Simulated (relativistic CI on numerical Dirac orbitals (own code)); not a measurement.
# d4 in a ligand field

Computed with a parametric ligand-field model of a d^n configuration (Racah B and C, spin-orbit zeta, crystal field), exact diagonalisation.

Field parameters in Wybourne normalisation: Oh B⁴₀ = 21Dq, B⁴₄ = √(5/14) B⁴₀. The field is a parameter set, without covalency.

**Question.** Ground term and bands for B = 540, C = 2380, ζ = 0 cm⁻¹, Oh, 10Dq = 2700 cm⁻¹?

**Answer.** Ground term 5E with 1.00 electrons in the two orbitals of the cubic e set. Spin-allowed: 5T2 2700 cm⁻¹. Lowest spin-forbidden: 3T1 10417 cm⁻¹ (960 nm), 3E 11996 cm⁻¹ (834 nm), 3T1 12820 cm⁻¹ (780 nm).

**Question.** Ground term and bands for B = 540, C = 2380, ζ = 0 cm⁻¹, Oh, 10Dq = 540 cm⁻¹?

**Answer.** Ground term 5E with 1.00 electrons in the two orbitals of the cubic e set. Spin-allowed: 5T2 540 cm⁻¹. Lowest spin-forbidden: 3T1 11628 cm⁻¹ (860 nm), 3E 11776 cm⁻¹ (849 nm), 3T2 12103 cm⁻¹ (826 nm).

**Question.** Ground term and bands for B = 540, C = 2380, ζ = 0 cm⁻¹, Oh, 10Dq = 3780 cm⁻¹?

**Answer.** Ground term 5E with 1.00 electrons in the two orbitals of the cubic e set. Spin-allowed: 5T2 3780 cm⁻¹ (2646 nm). Lowest spin-forbidden: 3T1 9570 cm⁻¹ (1045 nm), 3E 12056 cm⁻¹ (829 nm), 3T1 12830 cm⁻¹ (779 nm).

**Question.** Ground term and bands for B = 540, C = 2380, ζ = 0 cm⁻¹, Oh, 10Dq = 10260 cm⁻¹?

**Answer.** Ground term 5E with 1.00 electrons in the two orbitals of the cubic e set. Spin-allowed: 5T2 10260 cm⁻¹ (975 nm). Lowest spin-forbidden: 3T1 3768 cm⁻¹ (2654 nm), 1T2 10257 cm⁻¹ (975 nm), 1E 10963 cm⁻¹ (912 nm).

**Question.** Ground term and bands for B = 540, C = 2380, ζ = 0 cm⁻¹, Oh, 10Dq = 23220 cm⁻¹?

**Answer.** Ground term 3T1 with 0.02 electrons in the two orbitals of the cubic e set. Spin-allowed: 3E 21002 cm⁻¹ (476 nm), 3T1 21607 cm⁻¹ (463 nm), 3T2 22238 cm⁻¹ (450 nm), 3A1 23107 cm⁻¹ (433 nm). Lowest spin-forbidden: 1T2 6947 cm⁻¹ (1439 nm), 1E 7667 cm⁻¹ (1304 nm), 5E 8727 cm⁻¹ (1146 nm).
